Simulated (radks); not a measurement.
The neon ion Ne2+ inside a hard spherical wall (all orbitals vanish at R), configuration held at [He] 2s2 2p4 and not refilled when levels cross. Method: scalar-relativistic Kohn-Sham, r2SCAN, spin-polarised, spherical densities, finite nucleus; open shells are filled with parallel spins first; meta-GGA in the generalised Kohn-Sham scheme; Fermi nuclear charge, rms radius 3.0055 fm; computed with a radial shooting solver on a logarithmic mesh with Libxc functionals. Eigenvalues in eV for spin up, with the zero of energy where the potential of the charges vanishes at infinity; a dash marks a level that is unbound or too diffuse for the functional's potential to be trusted. A positive occupied level is held by the wall or, in an anion where self-interaction has pushed it up, behind a barrier. The pressure on the wall is -dE/dV.

| R (bohr) | E (hartree) | kinetic (hartree) | e(1s) | e(2s) | e(2p) | e(3s, empty) | e(3p, empty) | pressure (GPa) |
|---|---|---|---|---|---|---|---|---|
| free | -126.73483 | 126.781 | -889.68 | -82.704 | -58.159 | - | - | 0 |
| 20 | -126.73483 | 126.781 | -889.68 | -82.704 | -58.159 | - | - | < 0.0001 |
| 15 | -126.73483 | 126.781 | -889.68 | -82.704 | -58.159 | - | - | < 0.0001 |
| 12 | -126.73483 | 126.781 | -889.68 | -82.704 | -58.159 | - | - | < 0.0001 |
| 10 | -126.73483 | 126.781 | -889.68 | -82.704 | -58.159 | - | - | < 0.0001 |
| 8 | -126.73483 | 126.781 | -889.68 | -82.704 | -58.159 | - | - | < 0.0001 |
| 5 | -126.73482 | 126.781 | -889.68 | -82.704 | -58.158 | -13.830 | -8.874 | 0.00310 |
| 3.5 | -126.73271 | 126.806 | -889.56 | -82.629 | -58.073 | -7.404 | -0.677 | 1.46 |
| 3 | -126.72217 | 126.903 | -889.12 | -82.359 | -57.760 | 0.020 | 7.475 | 11.7 |
| 2.5 | -126.66071 | 127.357 | -887.29 | -81.222 | -56.445 | 16.428 | 23.917 | 97.7 |
| 2 | -126.30833 | 129.328 | -880.43 | -76.609 | -51.293 | 57.056 | 61.308 | 873 |
